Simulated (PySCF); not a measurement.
C₂H₆F₂Si, SMILES C[Si@H](F)CF.

The structure is a stationary point at PBE0-D3(BJ)/def2-SVP. The structure was generated by enumeration; whether it is a known compound was not checked. The values are those of a single conformer.

Level of theory: PySCF with CAM-B3LYP/def2-TZVP.

The molecule is in vacuum.

```
Property                                                                                                        Value
---------------------------------------------------------------------------------------------  ----------------------
total energy                                                                                       -569.11727 hartree
highest occupied level                                                                                      -10.00 eV
lowest empty level                                                                                            1.48 eV
orbital gap                                                                                                  11.48 eV
dipole moment                                                                                                  3.09 D
quadrupole, principal values (traceless, Buckingham form, about the centre of nuclear charge)  -3.70, -0.24, 3.94 D·Å
mean static polarisability                                                                       48.7 bohr³ (7.22 Å³)
polarisability, principal values                                                               44.2, 48.5, 53.5 bohr³
```
